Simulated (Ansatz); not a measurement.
Job for Ansatz (a program for electronic structure): R-CCSD(T)/def2-SVPD on HI (SMILES I). Elements past Kr take the def2 small-core potentials; no spin–orbit coupling. The run froze 9 orbitals, filled d shells among them.

Ansatz 0.2 input:
```yaml
crystal:
  periodic: [false, false, false]
  atoms:
    - {symbol: I, position_ang: [0.26201662, -0.60717294, 4.15675726]}
    - {symbol: H, position_ang: [0.13317980, -0.42243734, 2.55761169]}
basis:
  gaussian:
    orbitals: def2-SVPD
magnetization: {spin_polarized: false}
correlation: {method: ccsd_t, electrons: outside_noble_gas}
scf: {lower_state_search: off}
```

It printed:

```
WARN ansatz: RAYON_NUM_THREADS=1 ignored (pool sized by the plan → 1); use --threads N
Functional definition: HF
these checks for a lower state are left out or cut short: stability, starts, cluster_reference, orbital_swaps, neighbouring_geometries, increment
integrals: 0.01 GiB planned
521 factors; integrals over basis functions are off by at most 5.4e-4 eV
mean field: 0.07 GiB planned
mean field evaluation 1: about -8087.7602 eV, gradient 8.5e0 eV
mean field evaluation 2: about -8087.7611 eV, gradient 8.5e0 eV
mean field evaluation 4: about -8088.1199 eV, gradient 8.5e-1 eV
mean field evaluation 8: about -8088.1263 eV, gradient 8.0e-4 eV
mean field -8088.12627394 eV, -297.2331582383 hartree, gradient 2.5e-6 eV, S^2 0.000000; 0 other end points of the search recorded, 0 dependent functions left out
9 core orbitals not correlated
reference -8088.12627394 eV, -297.2331582383 hartree; 4, 4 occupied and 30, 30 virtual orbitals, 521 factors
second order -3.10218609 eV of doubles, -0.00000000 eV of singles
coupled cluster: 0.06 GiB planned
cycle   1  -3.42259690 eV  change   -3.2e-1 eV  update   4.4e-2
cycle   2  -3.52369991 eV  change   -1.0e-1 eV  update   1.4e-2
cycle   3  -3.53103095 eV  change   -7.3e-3 eV  update   3.3e-3
cycle   4  -3.53085143 eV  change    1.8e-4 eV  update   8.6e-4
cycle   5  -3.53066544 eV  change    1.9e-4 eV  update   2.2e-4
cycle   6  -3.53065418 eV  change    1.1e-5 eV  update   5.0e-5
cycle   7  -3.53065851 eV  change   -4.3e-6 eV  update   1.2e-5
cycle   8  -3.53065821 eV  change    3.0e-7 eV  update   3.1e-6
perturbative correction -0.07905713 eV, -0.0029052959 hartree
Total energy: -8091.73598928 eV, -297.3658128302 hartree
Checks for a lower state left out: stability, starts, cluster_reference, orbital_swaps, neighbouring_geometries, increment
```

Self-consistency was reached.

Cost: very roughly 1.2 core-seconds.
